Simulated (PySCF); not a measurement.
**Removal energies of Re⁴⁷⁺ from EOM-IP-GCCSD**

Reference: closed-shell Re⁴⁷⁺, [Ar] 3d10; one electron is removed. Calculated with PySCF 2.14, two-component X2C-1e with screened spin-orbit coupling, an uncontracted even-tempered set (18 s from 4 bohr⁻², ratio 2.6; 15 p from 5.2 bohr⁻², ratio 2.6; 10 d from 5.2 bohr⁻², ratio 2.6; 5 f from 5.4 bohr⁻², ratio 2.8); frozen [Ar]; the 98 highest virtual spinors dropped; of the others 70 kept and the rest restored at second order. No Breit or QED terms. Binding energies in eV.

| level | Koopmans | second order | EOM-CCSD |
| --- | --- | --- | --- |
| 3d3/2 | 4290.5 | 4289.8 | 4289.9 |
| 3d5/2 | 4217.5 | 4217.0 | 4217.0 |

For comparison, the ionisation energy of Re⁴⁷⁺ is 4214 ± 4 eV (measured; NIST Atomic Spectra Database, ionization energies).
